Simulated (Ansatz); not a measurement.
The same redistribution along the group B, Al, Ga, In.

Gas-phase electronic energies from Ansatz, PBE0-D4/def2-TZVP geometries. CCSD(T)/CBS adds triple-zeta CCSD(T) − MP2 to the extrapolated MP2 energy (def2 sets, frozen cores). Functionals use def2-TZVPP. B3LYP here is the variant with VWN-RPA as its local correlation; programs differ in this. Elements past krypton have def2 core potentials. For Ga, I, In outer-core shells are correlated without core-valence functions, which leaves a few kJ/mol of doubt a bond. Scalar relativity is left out up to krypton. Each species was taken in one conformer, which may not be the lowest.

```json
{"reaction": "`FB(F)I` + `N#C[SiH2]CF` → `N#CB(F)F` + `FC[SiH2]I`", "HF/CBS(def2) (kcal/mol)": "-7.6", "ωB97X-V (kcal/mol)": "-6.2", "r2SCAN-D4 (kcal/mol)": "-6.4", "B3LYP-D4 (kcal/mol)": "-6.6", "CCSD(T)/CBS(def2) (kcal/mol)": "-6.8"}
{"reaction": "`[F][Al]([F])[I]` + `N#C[SiH2]CF` → `N#[C][Al]([F])[F]` + `FC[SiH2]I`", "HF/CBS(def2) (kcal/mol)": "10.8", "ωB97X-V (kcal/mol)": "9.4", "r2SCAN-D4 (kcal/mol)": "9.7", "B3LYP-D4 (kcal/mol)": "9.3", "CCSD(T)/CBS(def2) (kcal/mol)": "9.2"}
{"reaction": "`[F][Ga]([F])[I]` + `N#C[SiH2]CF` → `N#[C][Ga]([F])[F]` + `FC[SiH2]I`", "HF/CBS(def2) (kcal/mol)": "13.8", "ωB97X-V (kcal/mol)": "12.1", "r2SCAN-D4 (kcal/mol)": "13.1", "B3LYP-D4 (kcal/mol)": "13.5", "CCSD(T)/CBS(def2) (kcal/mol)": "11.7"}
{"reaction": "`[F][In]([F])[I]` + `N#C[SiH2]CF` → `N#[C][In]([F])[F]` + `FC[SiH2]I`", "HF/CBS(def2) (kcal/mol)": "19.7", "ωB97X-V (kcal/mol)": "16.9", "r2SCAN-D4 (kcal/mol)": "18.4", "B3LYP-D4 (kcal/mol)": "19.0", "CCSD(T)/CBS(def2) (kcal/mol)": "17.5"}
```

Largest T1 diagnostic: 0.017, for `N#[C][In]([F])[F]`.
